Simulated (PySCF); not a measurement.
C3H7FOSi, SMILES C[SiH2]O/C=C\F.

Geometry optimised at B3LYP-D3(BJ)/def2-SVP. The structure was generated by enumeration; whether it is a known compound was not checked. The values are those of a single conformer.

Vertical ionisation energy (IE) and electron affinity (EA) in eV. Rows of orbital energies are one-electron estimates. Where ΔSCF, EOM or ADC give a negative EA the extra electron is unbound and the value depends on the basis.

```json
[
 {"level": "−ε(HOMO), −ε(LUMO), CAM-B3LYP/def2-TZVP (PySCF)", "IE": "(withheld)", "EA": "(withheld)"},
 {"level": "−ε(HOMO), −ε(LUMO), PBE/def2-TZVP (PySCF)", "IE": "5.40", "EA": "0.48"}
]
```

Q: Complete the blanks. (Estimate from the structure and the level; the computed values follow.)

A: 
- −ε(HOMO), −ε(LUMO), CAM-B3LYP/def2-TZVP (PySCF), IE: 8.03
- −ε(HOMO), −ε(LUMO), CAM-B3LYP/def2-TZVP (PySCF), EA: -1.35
